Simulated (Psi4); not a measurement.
Lewis adduct: BH3 (SMILES B) (first 4 atoms) with H2O (SMILES O); geometry from B3LYP-D3(BJ)/def2-TZVP.
(charge 0, multiplicity 1):
```xyz
7

B      0.2106     0.2493     0.7896
H      0.6172    -0.7672     0.2870
H     -0.8529     0.6372     0.3940
H      1.0372     1.0909     1.0056
O     -0.1901    -0.2478     2.3968
H     -0.8449    -0.9570     2.3526
H      0.5993    -0.6104     2.8199
```

These are Psi4 with SAPT0/jun-cc-pV(D+d)Z values and carry that method's errors.

### Question
Give the four SAPT terms and the total, and say what mostly holds the pair together.

### Answer
electrostatics -199.3, exchange 279.7, induction -134.5, dispersion -35.6, total -89.7 kJ/mol; the largest attraction is electrostatics.
